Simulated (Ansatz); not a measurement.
Cartesian coordinates in Å:
```
Zn -0.557 -2.537 0.302
Si 0.693 -0.549 -0.033
N 0.181 0.888 0.832
Si -0.202 1.379 -0.770
H -1.437 -3.805 0.501
H 2.179 -0.693 -0.152
H 0.189 1.244 1.771
H -1.640 1.582 -1.095
H 0.595 2.492 -1.354
```

Charge 0, multiplicity 1.

Task: List the ωB97M-V/def2-TZVPP orbital energies in eV (the Gaussian-basis code of Ansatz). (An estimate is asked.)

Result: The calculation gave: Occupied: -9465.54, -1806.90, -1806.81, -1156.79, -1017.22, -1017.22, -1017.15, -393.90, -147.94, -147.84, -136.58, -102.07, -102.05, -102.02, -101.97, -101.96, -101.92, -91.95, -91.94, -91.79, -26.03, -18.40, -17.47, -17.20, -17.20, -17.12, -17.11, -16.17, -14.41, -12.80, -11.78, -11.72, -10.43, -9.14, -8.43. Lowest empty: 0.09, 0.34, 1.40, 2.06, 2.30, 3.09, 3.36, 3.62.
